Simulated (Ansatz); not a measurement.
`B[SiH2][SiH](C)Cl` and `B[SiH2][SiH2]Cl` differ in one atom or group.

Ansatz, PBE0-D4/def2-TZVP geometries, multiplicity 1. Each molecule was computed in one conformer, which needn't be the lowest.

```tsv
property	`B[SiH2][SiH](C)Cl`
HOMO energy (B3LYP/def2-TZVPP) / eV	-7.20
HOMO–LUMO gap (PBE/def2-TZVPP) / eV	4.43
LUMO energy (PBE0/def2-TZVPP) / eV	-0.96
HOMO–LUMO gap (PBE0/def2-TZVPP) / eV	6.42
HOMO energy (ωB97M-V/def2-TZVPP) / eV	-9.44
size of the dipole moment (PBE/def2-TZVPP) / D	2.60
```

What does the change do to each property? (Estimate.)

Ansatz gave: 
```tsv
property	`B[SiH2][SiH2]Cl`	shift
HOMO energy (B3LYP/def2-TZVPP) / eV	-7.45	-0.25
HOMO–LUMO gap (PBE/def2-TZVPP) / eV	4.33	-0.10
LUMO energy (PBE0/def2-TZVPP) / eV	-1.31	-0.35
HOMO–LUMO gap (PBE0/def2-TZVPP) / eV	6.32	-0.10
HOMO energy (ωB97M-V/def2-TZVPP) / eV	-9.69	-0.25
size of the dipole moment (PBE/def2-TZVPP) / D	1.71	-0.89
```

With PBE0 the HOMO falls by 0.26 eV and the LUMO falls by 0.35 eV, so the gap narrows by about 0.09 eV. PBE moves the HOMO by -0.26 eV and ωB97M-V by -0.25 eV. Dipoles are sizes alone; their direction can turn.

B3LYP here is the variant with VWN-RPA as its local correlation; programs differ in this.
